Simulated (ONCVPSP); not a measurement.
## Configuration tests for germanium (ONCV)

```
Element                 : germanium (Ge)
Generator               : ONCVPSP 4.0.1
Type                    : optimised norm-conserving Vanderbilt (ONCV)
Functional              : PBE
Relativity              : fully relativistic
Frozen core             : [Ne]
Valence charge          : 22
Reference configuration : 3s2 3p6 3d10 4s2 4p1 (charge +1)
Partial waves           : 3s+4s: rc 1.00 bohr, ncon 4, nbas 9, qcut 12.5 1/bohr, 2 projectors; 3p+4p: rc 1.25 bohr, ncon 4, nbas 9, qcut 11.7 1/bohr, 2 projectors; 3d: rc 0.75 bohr, ncon 4, nbas 9, qcut 16.8 1/bohr, 2 projectors, debl 1.3 Ha
Local potential         : polynomial inside 0.50 bohr (lpopt 5, dvloc0 2 Ha)
Core correction         : Teter function, fcfact 5.25, rcfact 1.45
```

Open shells are filled in proportion to 2j + 1.

In the d channel the program set the typed energies aside and used -1.399, 0.250 Ha (j = l + 1/2; the other j can differ).

Energies are relative to the spin-unpolarised reference configuration 3s2 3p6 3d10 4s2 4p1; without spin polarisation the order of configurations can differ from experiment.

Q: Give the all-electron excitation energy and the error of the potential for: 3s2 3p6 3d10 4s2 4p2; 3s2 3p6 3d10 4s2 4p0; 3s2 3p6 3d10 4s1 4p0; 3s2 3p6 3d10 4s0 4p0.

A:

```csv
valence configuration,charge,ΔE all-electron (eV),error AE − PS (meV)
3s2 3p6 3d10 4s2 4p2,0,-7.446,-0.1
3s2 3p6 3d10 4s2 4p0,+2,15.442,+0.4
3s2 3p6 3d10 4s1 4p0,+3,50.234,+1.6
3s2 3p6 3d10 4s0 4p0,+4,96.576,+2.5
```

Levels in the configuration 3s2 3p6 3d10 4s2 4p0:

| level | all-electron (eV) | pseudo (eV) |
| --- | --- | --- |
| 3s j=1/2 | -188.387 | -188.382 |
| 3p j=3/2 | -134.144 | -134.141 |
| 3p j=1/2 | -138.420 | -138.417 |
| 3d j=5/2 | -48.951 | -48.955 |
| 3d j=3/2 | -49.539 | -49.535 |
| 4s j=1/2 | -29.246 | -29.245 |
